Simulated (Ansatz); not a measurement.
Cost and result up the ladder for ZnMe2 (C2H6Zn) (9 atoms). Total charge 0; singlet. Geometry: r2SCAN-D4/def2-TZVP.

```xyz
9

Zn    0.000   -0.001    0.001
C    -1.639   -1.018   -0.148
H    -2.220   -0.974    0.777
H    -1.435   -2.071   -0.361
H    -2.272   -0.634   -0.954
C     1.639    1.017    0.149
H     1.434    2.085    0.275
H     2.259    0.904   -0.745
H     2.234    0.692    1.007
```

Ansatz on 4 threads of Arm Neoverse V1 on a shared host. Times are rough, and most runs start from the orbitals of an earlier one. ωB97X-V/def2-TZVP serves as the yardstick here, not as an exact answer. Differences are given only for rows in sets of like size (and for xTB, whose basis is part of the method), since another set adds its own error. Binding counts from free atoms at the same level (Zn singlet, C triplet, H doublet; other spins of the atoms weren't run), without zero-point energy or a counterpoise term.

The 6-31G sets use Cartesian d functions. LC-ωPBE has ω = 0.4 bohr⁻¹. B3LYP takes the VWN-RPA correlation. Correlated methods freeze 11 core orbitals.

Correlated methods converge slowly with the basis.

```csv
level,functions,wall time
HF/STO-3G,34,0.15 s
HF/6-31G,59,0.25 s
PBE-D4/def2-SVP,89,0.65 s
B3LYP-D4/6-31G,59,0.7 s
PBE-D4/def2-TZVP,146,1.1 s
revPBE-D4/def2-TZVP,146,1.1 s
LC-ωPBE/def2-TZVP,146,1.4 s
PBE0-D4/def2-TZVP,146,1.4 s
BHLYP-D4/def2-TZVP,146,1.5 s
PBE-D4/def2-TZVPD,179,1.6 s
CAM-B3LYP-D4/def2-TZVP,146,1.6 s
r2SCANh-D4/def2-TZVP,146,2.6 s
ωB97X-V/def2-TZVP,146,4.2 s
CCSD(T)/def2-TZVPP,210,57 s
```

Question: Estimate what each level gives for the binding energy per atom (eV).

Answer: 
```tsv
level	binding energy per atom (eV)	difference from ωB97X-V/def2-TZVP (eV)
HF/STO-3G	3.36	–
HF/6-31G	2.55	–
PBE-D4/def2-SVP	3.48	–
B3LYP-D4/6-31G	3.47	–
PBE-D4/def2-TZVP	3.44	0.02
revPBE-D4/def2-TZVP	3.37	-0.05
LC-ωPBE/def2-TZVP	3.43	0.02
PBE0-D4/def2-TZVP	3.41	0.00
BHLYP-D4/def2-TZVP	3.33	-0.09
PBE-D4/def2-TZVPD	3.44	0.03
CAM-B3LYP-D4/def2-TZVP	3.42	0.00
r2SCANh-D4/def2-TZVP	3.42	0.00
ωB97X-V/def2-TZVP	3.42	0.00
CCSD(T)/def2-TZVPP	3.35	-0.07
```
